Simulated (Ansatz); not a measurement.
C2H3NSi, SMILES `N#C[C][SiH3]` (excited singlet) (charge 0, multiplicity 1). This singlet is an excited state, 0.96 eV above the relaxed triplet at the level B3LYP/cc-pVTZ // PBE0-D3(BJ)/def2-TZVP (Ansatz, a program for electronic structure).

Cartesian coordinates (Å):
SMILES: N#C[C][SiH3]
```xyz
7

N      2.7254    -0.9295     0.5459
C      1.7841    -0.4195     0.0492
C      0.7768     0.1897    -0.5947
Si    -0.9744     0.3129    -0.0430
H     -1.2509     0.1937     1.4124
H     -1.4769    -0.8900    -0.7727
H     -1.5842     1.5427    -0.5972
```
Charge 0, spin multiplicity 1.

Frozen-core energies in 6-31g from Ansatz at a geometry from PBE0-D3(BJ)/def2-TZVP; the HF reference has <S^2> = 0.00 (restricted, and unstable towards unrestricted orbitals) and the T1 diagnostic is 0.023.

| level | energy (Ha) |
|---|---|
| HF | -420.58800 |
| MP2 | -420.90679 |
| CCSD | -420.93786 |
| CCSD(T) | -420.95239 |

**Question.** Estimate the energies of CCSDT and CCSDT(Q), and give each level's difference from CCSDT(Q).

**Answer.** 
```tsv
level	energy (Ha)	difference from CCSDT(Q) (mHa)
MP2	-420.90679	49.32
CCSD	-420.93786	18.26
CCSD(T)	-420.95239	3.72
CCSDT	-420.95392	2.19
CCSDT(Q)	-420.95611	0.00
```
